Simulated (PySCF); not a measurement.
**Atomic charges by several schemes**

Species: C7H6.
Geometry (GFN2-xTB, Å), atoms numbered from 1 in this order:
```
atom  x, y, z in Å
C1     3.6238    1.0161    0.3123
C2     2.8598    0.0887    0.2621
C3     1.9842   -1.0073    0.2018
C4     0.6692   -0.8713    0.2069
C5    -0.5788   -0.7536    0.2133
C6    -1.8857   -0.6154    0.2236
C7    -2.5808    0.7034    0.2975
H8     4.2884    1.8262    0.3553
H9     2.4372   -1.9911    0.1488
H10   -2.5181   -1.4940    0.1767
H11   -3.2193    0.7403    1.1811
H12   -3.2200    0.8385   -0.5759
H13   -1.8645    1.5200    0.3430
```

Density: PBE0/pcSseg-1 (PySCF); schemes: Mulliken, IAO, Hirshfeld and ESP-fitted. Geometry: GFN2-xTB; no solvent, vibrations or thermal averaging.

Q: For which atoms does the sign change between the 4 schemes (beyond +0.03 e in one, beyond −0.03 e in another)?

A: C2, C5 and C6.

Q: At which atom do the 4 schemes differ most?

A: At C1: from -0.602 (ESP-fitted) to -0.108 e (Hirshfeld), 0.494 e apart.

Q: Give the atomic charges in each scheme.

A: In e:

```
atom                               environment  Mulliken     IAO  Hirshfeld  ESP-fitted
  C1                    terminal alkyne carbon    -0.334  -0.233     -0.108      -0.602
  C2                             alkyne carbon    +0.283  -0.013     -0.045      +0.337
  C3    outer carbon of cumulated double bonds    -0.304  -0.192     -0.039      -0.492
  C4  central carbon of cumulated double bonds    +0.104  -0.006     -0.022      +0.285
  C5  central carbon of cumulated double bonds    +0.043  -0.040     -0.037      -0.385
  C6    outer carbon of cumulated double bonds    -0.306  -0.131     -0.017      +0.155
  C7                             methyl carbon    -0.221  -0.419     -0.107      -0.309
  H8                           alkyne hydrogen    +0.048  +0.204     +0.092      +0.352
  H9                            hydrogen on C3    +0.154  +0.185     +0.067      +0.233
 H10                            hydrogen on C6    +0.135  +0.168     +0.059      +0.090
 H11                           methyl hydrogen    +0.135  +0.159     +0.053      +0.098
 H12                           methyl hydrogen    +0.135  +0.159     +0.053      +0.098
 H13                           methyl hydrogen    +0.130  +0.160     +0.051      +0.139
```

Mean size of the charges over all atoms: ESP-fitted 0.275 e, Mulliken 0.179 e, IAO 0.159 e, Hirshfeld 0.058 e. Each set sums to the total charge, 0, to within 0.001 e. The Hirshfeld scheme weights the molecular density at each point by an atom's share of the summed free-atom densities. The IAO scheme counts the electrons in orthogonalised intrinsic atomic orbitals, a minimal basis polarised so that it spans the occupied orbitals exactly.

Q: Sum the charges by element.

A: 
| element | atoms | Mulliken | IAO | Hirshfeld | ESP-fitted |
| --- | --- | --- | --- | --- | --- |
| C | 7 | -0.736 | -1.034 | -0.375 | -1.011 |
| H | 6 | +0.736 | +1.034 | +0.375 | +1.011 |

Q: How closely do the schemes follow one another over all atoms?

A: Correlation coefficient and root-mean-square difference: IAO with Hirshfeld 0.94, 0.131 e; Mulliken with IAO 0.78, 0.132 e; Mulliken with ESP-fitted 0.71, 0.224 e; IAO with ESP-fitted 0.69, 0.229 e; Hirshfeld with ESP-fitted 0.68, 0.276 e; Mulliken with Hirshfeld 0.61, 0.172 e.

These values come from a run that also computed NMR shieldings. Hardware: Arm Neoverse V2, one thread, no GPU, shared host. Cost: 11 s wall.
